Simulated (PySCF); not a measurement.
HfH₃, SMILES [HfH3] (connectivity only; charge and spin as stated), neutral, multiplicity 2. Atoms are numbered in the order given.

```xyz
4

Hf     0.0000     0.0000     0.0000
H      1.8676     0.0000     0.0000
H     -0.9338     1.6174     0.0000
H     -0.9338    -1.6174     0.0000
```
Charge 0, spin multiplicity 2.

Coordinates come from a B3LYP-D3(BJ)/def2-TZVPD optimisation. A frequency run showed that this geometry is not a minimum. The multiplicity is an assumed one; other spin states were not compared. The def2 effective core potentials stand for the cores of Hf; spin–orbit coupling is left out.

Level of theory: PySCF with PBE0/def2-TZVPD.

Gas-phase values at a fixed geometry.

Computed frontier levels, dipole moment and polarisability:
The α spin, highest occupied and lowest empty level is -5.51 and -2.01 eV. The β spin, highest occupied and lowest empty level is -7.95 and -1.69 eV. The dipole moment is 0.000 e·Å and the quadrupole, principal values (traceless, Buckingham form, about the centre of nuclear charge) is -3.29, -3.29, 6.57 D·Å. The mean static polarisability is 60.5 bohr³ (8.97 Å³) and the polarisability, principal values comes out as 52.3, 52.3, 77.0 bohr³. The ⟨S²⟩ is 0.751 (pure state 0.75).
